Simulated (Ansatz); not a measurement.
CH5AlOSiTe, SMILES `O=C[Te][SiH2][AlH2]`, relaxed with RKS PBE0-D4/def2-TZVP in Ansatz 0.2.0 from a PBE-D4/def2-SVP geometry. The force threshold is 0.005 eV/Å; the program also tests the step.

Total charge 0; spin multiplicity 1. Te takes the def2 core potential.

Start:

```xyz
10

O     1.352   -2.600    1.369
C     0.659   -1.766    0.869
Te    1.230   -0.659   -1.000
Si   -1.157    0.491   -1.141
Al    0.315    1.686    0.362
H    -0.342   -1.430    1.261
H    -1.280    0.738   -2.622
H    -2.090   -0.639   -0.776
H     0.205    1.234    1.895
H     1.106    2.945   -0.216
```

**Question.** By how much does the energy fall, and how many steps does the optimiser take? (An estimate is asked.)

**Answer.** Computed: 1.15 kcal/mol, in 11 steps, 2 of them rejected.

**Question.** Which bonds change most? (Best estimate.)

**Answer.** Ansatz gave: C2–Te3 from 2.246 to 2.187 Å; Te3–Si4 from 2.653 to 2.613 Å; Si4–H8 from 1.510 to 1.490 Å; C2–H6 from 1.126 to 1.106 Å.

**Question.** Give the relaxed structure. (An estimate is asked.)

**Answer.** Computed: 
```xyz
10

O     1.347   -2.555    1.350
C     0.654   -1.736    0.854
Te    1.196   -0.683   -0.985
Si   -1.142    0.472   -1.138
Al    0.298    1.677    0.363
H    -0.324   -1.414    1.260
H    -1.253    0.735   -2.598
H    -2.087   -0.623   -0.779
H     0.213    1.211    1.878
H     1.097    2.917   -0.205
```
